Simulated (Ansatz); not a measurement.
Cost and result for the atomization energy of CH₄ClFSi, SMILES `FC([SiH3])Cl` (8 atoms, 7 bonds).

Z-matrix (Å, degrees):
```
C
Si 1 1.908
Cl 1 1.781 2 108.9
F 1 1.369 2 110.8 3 120.1
H 1 1.092 2 114.1 3 -117.9
H 2 1.482 1 107.7 3 61.8
H 2 1.481 1 108.1 3 -58.6
H 2 1.485 1 108.5 3 -178.9
```

Total charge 0; spin multiplicity 1. The structure was optimised at the PBE0-D4/def2-TZVP level. Program: Ansatz. All runs use 2 threads of an AMD EPYC 7B13 on a shared host. Times are those of one run each, without the atoms' runs, and a repeat can differ threefold. Electronic energies, without spin–orbit coupling; frozen cores. CCSD(T)/CBS adds CCSD(T) − MP2 in def2-TZVPP to the MP2 limit, and its time is that of the two runs behind it. T1 = 0.011.

CCSD(T)/CBS is a level of theory with its own doubt, some kJ/mol a heavy atom from the limit and from the frozen cores, so smaller differences don't rank the functionals.

```json
{"level": "BLYP-D4/def2-TZVPP", "functions": "202", "wall time": "1.9 s"}
{"level": "revPBE-D4/def2-TZVPP", "functions": "202", "wall time": "2 s"}
{"level": "PBE-D4/def2-TZVPP (with forces)", "functions": "202", "wall time": "2.6 s"}
{"level": "CCSD(T)/def2-SVP", "functions": "84", "wall time": "2.7 s"}
{"level": "BHLYP-D4/def2-TZVPP", "functions": "202", "wall time": "3 s"}
{"level": "r2SCAN-D4/def2-TZVPP (with forces)", "functions": "202", "wall time": "4.6 s"}
{"level": "B2PLYP/def2-TZVPP", "functions": "202", "wall time": "5 s"}
{"level": "PBE-QIDH/def2-TZVPP", "functions": "202", "wall time": "5.5 s"}
{"level": "ωB97X-V/def2-TZVPP", "functions": "202", "wall time": "7.5 s"}
{"level": "B97M-V/def2-TZVPP", "functions": "202", "wall time": "8 s"}
{"level": "MP2/def2-QZVPP", "functions": "374", "wall time": "16 s"}
{"level": "CCSD(T)/def2-TZVPP", "functions": "202", "wall time": "62 s"}
{"level": "CCSD(T)/CBS(def2)", "functions": "–", "wall time": "78 s"}
```

(1) What atomization energy does each give, and how far from CCSD(T)/CBS? (Best estimate.)

Results:

(1) Computed: 
```json
{"level": "BLYP-D4/def2-TZVPP", "atomization (kcal/mol)": "604.3", "difference from CCSD(T)/CBS": "-3.7", "per bond": "-0.5"}
{"level": "revPBE-D4/def2-TZVPP", "atomization (kcal/mol)": "602.3", "difference from CCSD(T)/CBS": "-5.7", "per bond": "-0.8"}
{"level": "PBE-D4/def2-TZVPP (with forces)", "atomization (kcal/mol)": "617.0", "difference from CCSD(T)/CBS": "9.0", "per bond": "1.3"}
{"level": "CCSD(T)/def2-SVP", "atomization (kcal/mol)": "567.3", "difference from CCSD(T)/CBS": "-40.7", "per bond": "-5.8"}
{"level": "BHLYP-D4/def2-TZVPP", "atomization (kcal/mol)": "587.5", "difference from CCSD(T)/CBS": "-20.5", "per bond": "-2.9"}
{"level": "r2SCAN-D4/def2-TZVPP (with forces)", "atomization (kcal/mol)": "609.2", "difference from CCSD(T)/CBS": "1.2", "per bond": "0.2"}
{"level": "B2PLYP/def2-TZVPP", "atomization (kcal/mol)": "598.4", "difference from CCSD(T)/CBS": "-9.6", "per bond": "-1.4"}
{"level": "PBE-QIDH/def2-TZVPP", "atomization (kcal/mol)": "601.3", "difference from CCSD(T)/CBS": "-6.7", "per bond": "-1.0"}
{"level": "ωB97X-V/def2-TZVPP", "atomization (kcal/mol)": "611.5", "difference from CCSD(T)/CBS": "3.5", "per bond": "0.5"}
{"level": "B97M-V/def2-TZVPP", "atomization (kcal/mol)": "608.7", "difference from CCSD(T)/CBS": "0.7", "per bond": "0.1"}
{"level": "MP2/def2-QZVPP", "atomization (kcal/mol)": "610.1", "difference from CCSD(T)/CBS": "2.1", "per bond": "0.3"}
{"level": "CCSD(T)/def2-TZVPP", "atomization (kcal/mol)": "590.5", "difference from CCSD(T)/CBS": "-17.5", "per bond": "-2.5"}
{"level": "CCSD(T)/CBS(def2)", "atomization (kcal/mol)": "608.0", "difference from CCSD(T)/CBS": "0.0", "per bond": "0.0"}
```

The D4 term adds +6.1 kcal/mol with B3LYP and +3.1 kcal/mol with PBE0; it sums over pairs of atoms, weighted by their polarisabilities, and B3LYP, whose exchange is more repulsive, gets the larger term. From r2SCAN to r2SCAN0 (25 % exact exchange), in def2-TZVPP and without D4, the atomization energy moves by −10.9 kcal/mol: exact exchange takes away binding that semilocal exchange gives to molecules. At CCSD(T), def2-SVP lies −40.7 kcal/mol from the extrapolated value and def2-TZVPP −17.5 kcal/mol: correlation converges slowly with the basis, and small sets miss more of it in the bonded molecule than in its fragments.

B3LYP here is the variant with VWN-RPA as its local correlation; programs differ in this.
